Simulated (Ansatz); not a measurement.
`CBBC` + CH₃OH → `CBOC` + `BC` at 700 K and 1 bar (cleavage of the B–B bond).

Isolated molecules relaxed with PBE0-D4/def2-TZVP in Ansatz; ΔE leaves out vibrations. CBS: MP2 limit from def2 TZ/QZ plus the TZ coupled-cluster correction, frozen cores. This one scheme is used for every species. Each species was taken in one conformer, which may not be the lowest.

```json
{"species": "`CBBC`", "CCSD(T)/CBS energy (Eh)": "-130.47910", "H − E (kJ/mol)": "331.3", "S (J/(mol·K))": "445.8"}
{"species": "CH₃OH", "CCSD(T)/CBS energy (Eh)": "-115.61712", "H − E (kJ/mol)": "170.8", "S (J/(mol·K))": "288.5"}
{"species": "`CBOC`", "CCSD(T)/CBS energy (Eh)": "-180.32625", "H − E (kJ/mol)": "309.3", "S (J/(mol·K))": "410.5"}
{"species": "`BC`", "CCSD(T)/CBS energy (Eh)": "-65.83255", "H − E (kJ/mol)": "189.6", "S (J/(mol·K))": "311.0"}
```

H − E and S are ideal-gas, rigid-rotor, harmonic terms from PBE0-D4/def2-TZVP, for one conformer and one mirror image of each species. 1 Eh = 2625.50 kJ/mol, R = 8.31446 J/(mol·K).

Q: By hand: ΔE, ΔH, ΔS and ΔG.

A: ΔE = (-180.32625) + (-65.83255) − (-130.47910) − (-115.61712) = -0.06258 Eh = -164.3 kJ/mol. Δ(H − E) = 309.3 + 189.6 − 331.3 − 170.8 = -3.2, so ΔH = -167.5 kJ/mol. ΔS = 410.5 + 311.0 − 445.8 − 288.5 = -12.8 J/(mol·K). ΔG = -167.5 − 700 × (-12.8)/1000 = -158.5 kJ/mol.

Q: By hand: the equilibrium constant, and the temperature at which ΔG would vanish if ΔH and ΔS stayed fixed.

A: log₁₀ K = −ΔG/(RT ln 10) = 11.8. ΔG = 0 at ΔH/ΔS = 13086 K, far beyond where these terms or the molecules hold.

The number of gas molecules stays the same, so ΔS is small and ΔH decides. A doubt of 5 kJ/mol in ΔE shifts log₁₀ K by 0.4 here. Other conformers and mirror images would add mixing entropy, several J/(mol·K) or more a flexible species. These are equilibria of isolated gas molecules and say nothing of rates. Largest T1 diagnostic: 0.012 (customary marks: 0.02 for closed shells, 0.045 for open ones).
